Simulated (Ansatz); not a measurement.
CH6ClGaSi (`ClC[SiH2][GaH2]`). Charge 0, multiplicity 1.

Z-matrix (Å, degrees):
```
C
Si 1 1.914
Cl 1 1.812 2 104.9
H 1 1.089 2 112.9 3 -114.8
H 1 1.089 2 116.6 3 117.4
Ga 2 2.414 1 93.6 3 24.5
H 2 1.491 1 108.4 3 150.0
H 2 1.490 1 107.4 3 -94.4
H 6 1.572 2 118.1 1 73.4
H 6 1.569 2 121.8 1 -109.4
```

(1) What are the harmonic wavenumbers in cm⁻¹ at PBE0-D4/def2-TZVP (Ansatz, finite differences of forces, unscaled)? (Best estimate.)

(2) Is this a minimum?

(3) Give the ideal-gas thermochemistry at 298.15 K and 1 bar (rigid rotor, harmonic oscillator; point group C1, symmetry number 1).

(4) And at 400, 500, 600, 800 and 1000 K?

(5) Rotational constants (cm⁻¹)?

## Answers

(1) Ansatz gave: 66, 105, 234, 316, 322, 353, 475, 573, 594, 636, 706, 721, 766, 822, 938, 1110, 1179, 1432, 1950, 1963, 2197, 2207, 3105, 3174.

(2) Yes, all 24 modes are real.

(3) Zero-point energy 155.2 kJ/mol; H(298) − E = 176.6 kJ/mol; entropy 357.8 J/(mol·K), of which translation 171.5, rotation 116.9, vibration 69.4; G(298) − E = 69.9 kJ/mol. Modes under 100 cm⁻¹ are hindered rotations or soft bends, so the harmonic entropy is rough.

(4) 
```
T (K)  H − E (kJ/mol)  S (J/mol/K)  G − E (kJ/mol)
  400           189.2        393.9            31.6
  500           203.2        425.2            -9.4
  600           218.6        453.3           -53.3
  800           252.6        501.9          -149.0
 1000           289.6        543.2          -253.6
```

(5) 0.1103, 0.06906, 0.04497.
